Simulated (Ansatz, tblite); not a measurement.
Species of one formula, Si2Ge2H10 (singlet), each relaxed with PBE-D4/def2-SVP in Ansatz.

The xTB rows come from tblite. LC-ωPBE has ω = 0.4 bohr⁻¹. B3LYP takes the VWN-RPA correlation. HSE06 is defined as in plane-wave codes, on full-range PBE exchange. Correlated methods freeze 28 core orbitals; core or outer-core shells of Ge are correlated, in sets that lack core-valence functions.

Other spin states weren't relaxed.

A:

| atom | x (Å) | y (Å) | z (Å) |
| --- | --- | --- | --- |
| Ge1 | -2.368 | 0.282 | -0.433 |
| Ge2 | 1.871 | -1.423 | -0.590 |
| Si3 | -0.713 | 0.796 | 1.221 |
| Si4 | 1.404 | 0.790 | 0.199 |
| H5 | -2.298 | 1.314 | -1.589 |
| H6 | -2.104 | -1.128 | -1.026 |
| H7 | -3.800 | 0.305 | 0.163 |
| H8 | -1.020 | 2.132 | 1.848 |
| H9 | -0.745 | -0.253 | 2.304 |
| H10 | 2.482 | 1.226 | 1.159 |
| H11 | 1.395 | 1.745 | -0.968 |
| H12 | 0.778 | -1.869 | -1.598 |
| H13 | 3.252 | -1.502 | -1.293 |
| H14 | 1.865 | -2.416 | 0.602 |

B:

```xyz
14

Ge    1.004    0.420   -0.553
Ge   -1.032   -0.401    0.521
Si    1.604    2.585    0.275
Si   -1.583   -2.599   -0.250
H     1.862    2.504    1.755
H     0.469    3.543    0.035
H     2.839    3.112   -0.406
H     2.156   -0.591   -0.292
H     0.774    0.474   -2.090
H    -2.196    0.585    0.216
H    -0.822   -0.409    2.062
H    -0.457   -3.542    0.082
H    -2.849   -3.107    0.390
H    -1.769   -2.575   -1.744
```

C:

Cartesian coordinates in Å:
```
Ge 2.231 0.932 0.144
Ge 0.871 -0.842 1.120
Si -0.972 -1.325 -0.334
Si -2.176 0.655 -0.733
H 1.408 2.246 0.071
H 3.507 1.192 0.989
H 2.660 0.544 -1.296
H 1.742 -2.108 1.353
H 0.335 -0.373 2.502
H -0.434 -1.860 -1.637
H -1.874 -2.371 0.271
H -1.280 1.658 -1.412
H -3.376 0.408 -1.609
H -2.642 1.243 0.573
```

D:

```
atom    x (Å)    y (Å)    z (Å)
 Ge1  -0.2573   2.3984   0.0697
 Ge2   0.6568  -1.3084  -0.7805
 Si3   1.4718   0.7448   0.1476
 Si4  -1.3066  -1.9901   0.4083
  H5  -1.4771   1.9276   0.9061
  H6   0.2292   3.7600   0.6338
  H7  -0.7294   2.6130  -1.3932
  H8   1.8728   0.5098   1.5816
  H9   2.6828   1.2317  -0.6061
 H10   0.3085  -1.0918  -2.2804
 H11   1.7448  -2.4166  -0.7032
 H12  -2.3743  -0.9398   0.2537
 H13  -1.8352  -3.3011  -0.1095
 H14  -0.9866  -2.1375   1.8721
```

Q: Estimate which lies lowest at each level, and how far above it the others are (kcal/mol).

A: 
```csv
level,A,B,C,D
GFN1-xTB,25.9,0.0,11.9,14.7
GFN2-xTB,20.8,0.0,13.9,7.6
HF/def2-SVP,7.2,0.0,3.8,3.9
HF/def2-TZVP,8.4,0.0,4.3,4.7
PBE-D4/def2-SVP,4.3,0.0,2.1,2.1
PBE-D4/def2-TZVP,5.0,0.0,2.5,2.5
r2SCAN-D4/def2-TZVP,5.9,0.0,3.1,3.0
B3LYP-D4/def2-TZVP,6.9,0.0,3.4,3.5
PBE0-D4/def2-SVP,4.4,0.0,2.1,2.1
PBE0-D4/def2-TZVP,5.3,0.0,2.6,2.6
HSE06-D4/def2-TZVP,5.4,0.0,2.6,2.7
LC-ωPBE/def2-TZVP,5.3,0.0,2.8,2.7
MP2/def2-SVP,6.6,0.0,3.3,3.4
MP2/def2-TZVP,8.9,0.0,4.5,4.5
CCSD/def2-SVP,6.0,0.0,3.0,3.1
CCSD(T)/def2-SVP,5.8,0.0,2.9,3.0
```
Point groups (tolerance 0.1 Å): A not assigned, B not assigned, C not assigned, D not assigned.
